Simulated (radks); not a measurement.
Results of a calculation; reference values are marked as such.
Trend from Li to Ne: ionisation energy by Delta-SCF between NIST ground configurations, and size. Code: a radial shooting solver on a logarithmic mesh with Libxc functionals. Model: scalar-relativistic Kohn-Sham, PBE, spin-polarised, spherical densities, finite nucleus; open shells are filled with parallel spins first; Fermi nuclear charge, rms radius of each element as measured or else 0.836 A^(1/3) + 0.57 fm.

| species | configuration | IE (eV) | NIST (eV) | kind | -e(HOMO) (eV) | outermost | <r> outermost (bohr) | r at 0.001 e/bohr^3 (bohr) |
|---|---|---|---|---|---|---|---|---|
| Li | [He] 2s1 | 5.591 | 5.392 | exp. | 3.228 (2s) | 2s | 3.79 | 4.16 |
| Be | [He] 2s2 | 8.998 | 9.323 | exp. | 5.610 (2s) | 2s | 2.60 | 4.12 |
| B | [He] 2s2 2p1 | 8.486 | 8.298 | exp. | 4.019 (2p) | 2p | 2.25 | 3.89 |
| C | [He] 2s2 2p2 | 11.672 | 11.260 | exp. | 6.095 (2p) | 2p | 1.75 | 3.64 |
| N | [He] 2s2 2p3 | 14.904 | 14.534 | exp. | 8.299 (2p) | 2p | 1.43 | 3.42 |
| O | [He] 2s2 2p4 | 13.671 | 13.618 | exp. | 7.186 (2p) | 2p | 1.33 | 3.28 |
| F | [He] 2s2 2p5 | 17.834 | 17.423 | exp. | 10.225 (2p) | 2p | 1.13 | 3.12 |
| Ne | [Ne] | 21.969 | 21.565 | exp. | 13.334 (2p) | 2p | 0.982 | 2.98 |

Reference values: NIST Atomic Spectra Database (exp. = measured, semi-emp. = semi-empirical, theory = theoretical value adopted there). Open shells are spherical and high-spin; term and fine-structure splittings are not resolved.
